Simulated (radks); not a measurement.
Polarisability of neutral selenium, [Ar] 3d10 4s2 4p4, at imaginary frequency. All-electron calculation, non-relativistic Kohn-Sham, LB94 model potential, spin-polarised, spherical densities, point nucleus; open shells are filled with parallel spins first. Program: a radial shooting solver on a logarithmic mesh with Libxc functionals. Response by self-consistent Sternheimer equations with the Hartree and adiabatic LDA kernel.

w (hartree),alpha1(iw) (bohr^3)
0.00266,24.92
0.0143,24.89
0.0360,24.71
0.0697,24.14
0.118,22.85
0.186,20.48
0.280,17.00
0.413,12.83
0.605,8.728
0.892,5.334
1.35,2.941
2.12,1.476
3.59,0.6756
6.94,0.2620
17.5,0.06274

Static values: alpha1 = 24.92 bohr^3 (3.693 angstrom^3; uncoupled 37.47). C6 = 202.8, triple-dipole C9 = 3640 atomic units. One-pole (London) frequency 4 C6 / (3 alpha1^2) = 0.435 hartree, against 0.400 for minus the highest occupied eigenvalue. Recommended static value: 28.9 bohr^3 (Schwerdtfeger and Nagle, 2023 table).
